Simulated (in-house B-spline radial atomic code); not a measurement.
Computed with a B-spline radial atomic code. Model: two electrons, singlet ground state, non-relativistic, full CI in B-splines with partial waves to l = 8 (at full coupling up to 3e-4 hartree above the limit, correlation up to 0.6 % small), density held at that of full coupling by Lieb maximisation.

W(λ) is the mean repulsion in the state of coupling λ less the Hartree energy of the fixed density. Its start is exact exchange, its initial slope is twice the second-order Görling-Levy correlation energy, and its area from 0 to 1 is E_xc. A straight curve means weak, dynamic correlation, and a curve that drops fast and flattens means strong correlation.

Command:
```bash
python run_ac.py task.json out
```
Settings (lengths in bohr, energies in hartree):
```
potential              dot
strength               0.111
lmax                   8
second                 -1
```

Cost of the run: 24 s on 1 thread of Intel(R) Xeon(R) Processor @ 2.30GHz (shared host).

**W = mean repulsion less Hartree energy, and W of three functionals.**

Given: confinement charge in harmonic well; well frequency 0.111 hartree; nuclear charge -1; external potential omega^2 r^2/2 - Z/r.

Computed: LDA exchange minus exact 18.41 millihartree; PBE exchange minus exact -1.2144 millihartree.

```
coupling  W xc (hartree)  W xc minus exchange (millihartree)  kinetic minus Kohn-Sham (millihartree)  LDA (PW92) W minus its exchange (millihartree)  PBE W minus its exchange (millihartree)  SCAN W minus its exchange (millihartree)
       0        -0.16821                                   0                                       0                                               0                                        0                                         0
    0.02               ?                                   ?                                       ?                                               ?                                        ?                                         ?
    0.05        -0.17461                              -6.403                                    0.16                                          -15.05                                    -7.51                                     -4.35
    0.12        -0.18201                             -13.806                                    0.78                                          -26.08                                   -14.78                                     -9.51
    0.25        -0.19213                             -23.922                                     2.6                                          -39.17                                   -24.44                                    -17.19
     0.4        -0.19993                             -31.729                                     5.1                                          -49.19                                   -32.39                                    -23.98
     0.6        -0.20666                             -38.459                                    8.41                                          -58.48                                   -40.09                                    -30.78
     0.8        -0.21107                             -42.864                                   11.47                                           -65.2                                   -45.83                                    -35.87
       1        -0.21417                             -45.963                                   14.24                                          -70.39                                   -50.33                                    -39.82
     1.4        -0.21827                             -50.063                                   19.09                                          -78.01                                   -57.05                                    -45.51
       2               ?                                   ?                                       ?                                               ?                                        ?                                         ?
       3        -0.22531                               -57.1                                   33.51                                          -93.73                                   -71.24                                    -55.88
     4.5        -0.22811                               -59.9                                    43.8                                            -101                                   -77.91                                    -59.63
       7        -0.23065                             -62.446                                   58.11                                         -107.98                                   -84.37                                    -62.46
      10        -0.23242                              -64.21                                   72.89                                         -112.91                                   -88.96                                    -64.03
```

**Question.** What belongs in the row 0.02?

**Answer.** W xc (hartree): -0.17089; W xc minus exchange (millihartree): -2.685; kinetic minus Kohn-Sham (millihartree): 0.03; LDA (PW92) W minus its exchange (millihartree): -7.98; PBE W minus its exchange (millihartree): -3.47; SCAN W minus its exchange (millihartree): -1.83.

**Question.** What belongs in the row 2?

**Answer.** W xc (hartree): -0.22191; W xc minus exchange (millihartree): -53.7; kinetic minus Kohn-Sham (millihartree): 25.18; LDA (PW92) W minus its exchange (millihartree): -85.68; PBE W minus its exchange (millihartree): -63.92; SCAN W minus its exchange (millihartree): -50.89.

**Question.** What is the SCAN exchange minus exact?

**Answer.** -6.0686 millihartree.

**Energy parts, natural occupations and partial-wave weights.**

Computed: exchange energy -0.16821 hartree; correlation energy -0.03172 hartree; kinetic part of the DFT correlation energy 0.014243 hartree; initial slope twice GL2 -0.13839 hartree; kinetic part over minus potential part 0.30987; Hartree energy 0.33641 hartree; Kohn-Sham kinetic 0.10216 hartree.

| natural | occupation of the shell (electrons) |
| --- | --- |
| s | 1.6964 |
| p | 0.30201 |
| s | 0.0012903 |
| d | 0.00016219 |
| p | ? |
| f | 4.8846e-05 |

**Question.** What belongs in the row p?

**Answer.** occupation of the shell (electrons): 5.4601e-05.

```json
{"wave": "s", "weight": "0.84884"}
{"wave": "p", "weight": "?"}
{"wave": "d", "weight": "8.566e-05"}
{"wave": "f", "weight": "2.6346e-05"}
{"wave": "g", "weight": "6.9467e-06"}
```

**Question.** What belongs in the row p?

**Answer.** weight: 0.15103.

**Question.** What is the Lieb Oxford ratio E_xc over LDA exchange?

**Answer.** 1.3347.

**Question.** What is the total energy?

**Answer.** 1.0395 hartree.

Half-way to full coupling W has made 76 % of its drop, against 50 % for a straight line, and second-order (GL2) theory, half the initial slope, overshoots the correlation energy by about 118 %: correlation is strong. Over couplings 0 to 1 the errors in E_xc come to about +0.5 millihartree for LDA, -2.9 millihartree for PBE, +0.3 millihartree for SCAN. In LDA and SCAN the errors of exchange and correlation have opposite signs, so the sum is smaller than the larger of the two.
